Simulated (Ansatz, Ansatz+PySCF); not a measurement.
```yaml
atoms:
  - { symbol: B, position_ang: [0.0000, 0.0000, 0.0000] }
  - { symbol: Al, position_ang: [0.6027, 0.8036, 1.7398] }
```

Basis set: 6-31G (spherical functions). Frozen core: 6 orbitals. Charge 0, multiplicity 1.

Computed with Ansatz (development build ahead of 0.2.0); the reference of a correlated method needn't be the lowest determinant of its kind. Restricted open shells among the atoms or ions are ROHF, correlated in semicanonical orbitals with singles.

The atomization energy at this shape (free ground-state atoms in the same class of orbitals less the molecule, no zero-point energy) of singlet AlB:

```json
{"method": "UHF-CCSD(T)", "atomization energy": "1.23 eV"}
{"method": "UHF-CCSD", "atomization energy": "1.00 eV"}
{"method": "RHF-CCSD(T)", "atomization energy": "0.69 eV"}
{"method": "RHF-CCSD", "atomization energy": "0.52 eV"}
```

Q: What does full CI (lowest root of this spin) give?

A: 0.81 eV. Caution: another spin multiplicity may lie lower. Caution for UHF-CCSD(T), UHF-CCSD: a plain start can end on a higher determinant; the program doubts this total; the unrestricted determinant is a mixture of spin states. Caution for UHF-CCSD(T), UHF-CCSD, RHF-CCSD(T), RHF-CCSD: large amplitudes, a single reference is doubtful; the determinant is a saddle point; the reference determinant was not shown to be the lowest. Caution for RHF-CCSD(T), RHF-CCSD: an unrestricted determinant lies well below.

This basis has no polarisation functions and is too small for such energies, which can lie far from measured ones in either direction.
